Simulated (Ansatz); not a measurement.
# Relative stability

The two ends of one reaction step of SnH$_{6}$S, closed shell (PBE0-D4/def2-TZVP).

A:

```xyz
8
angstrom
Sn -1.2625 -0.7094 -0.0026
H -0.1477 -1.1260 1.2174
H -0.6976 -1.2317 -1.5199
H -2.7499 -1.4832 0.3323
H -1.5129 0.9755 -0.0059
H 2.6122 0.4088 0.4185
S 2.0984 1.0892 -0.6173
H 1.6601 2.0768 0.1777
```

B:

Sn1  (-0.981, 0.199, -0.722)
H2  (1.509, -1.906, 1.839)
H3  (-0.909, -1.003, -1.923)
H4  (-1.410, -0.454, 0.793)
H5  (-2.059, 1.448, -1.155)
H6  (1.633, -1.315, 1.398)
S7  (1.255, 1.083, -0.608)
H8  (0.962, 1.947, 0.378)
(Å)

Computed with Ansatz 0.2.0 (basis: def2-TZVPP); correlated methods freeze the cores. Filled d shells of the heavier atoms are correlated. Core potentials replace the inner electrons of the atoms past krypton. The def2 sets are not built for correlating such inner shells, so the correlated values are less sure here. B3LYP uses VWN-RPA correlation.

Task: Which structure is lower at CCSD(T), and by how much? (To be estimated.)

Result: By the calculation: B, by 29.1 kJ/mol (electronic energy, against the other). By their contacts, A is a complex of SnH₄ + H₂S and B is a complex of SnH₄S ([SH][SnH3]) + H₂.

All methods give the same order:

| method | E(B) − E(A) (kJ/mol) |
| --- | --- |
| SPW92 | -25.8 |
| PBE-D4 | -36.8 |
| BLYP-D4 | -36.8 |
| r2SCAN-D4 | -36.7 |
| B97M-V | -25.1 |
| PBE0-D4 | -33.9 |
| B3LYP-D4 | -33.6 |
| r2SCAN0-D4 | -34.1 |
| BHLYP-D4 | -30.8 |
| CAM-B3LYP-D4 | -26.5 |
| wB97X-V | -29.9 |
| wB97M-V | -30.4 |
| B2PLYP | -33.4 |
| PBE-QIDH | -34.1 |
| RPA on PBE | -25.6 |
| HF | -22.9 |
| MP2 | -38.7 |
| CCSD | -25.6 |
| CCSD(T) | -29.1 |

T1 diagnostic: at most 0.013.

Labels in which every atom is bracketed show which atoms are joined, not bond orders.

For scale, one of the runs: CCSD(T)/def2-TZVPP, 176 basis functions, launched by `ansatz run in.yaml --threads 2 --pin off --events-out ev --progress --plain --max-ram 4352MiB`. Hardware: 2 CPU threads of an Intel Xeon 6975P-C, shared host. Wall time 19 s; peak host memory 1.8 GiB.
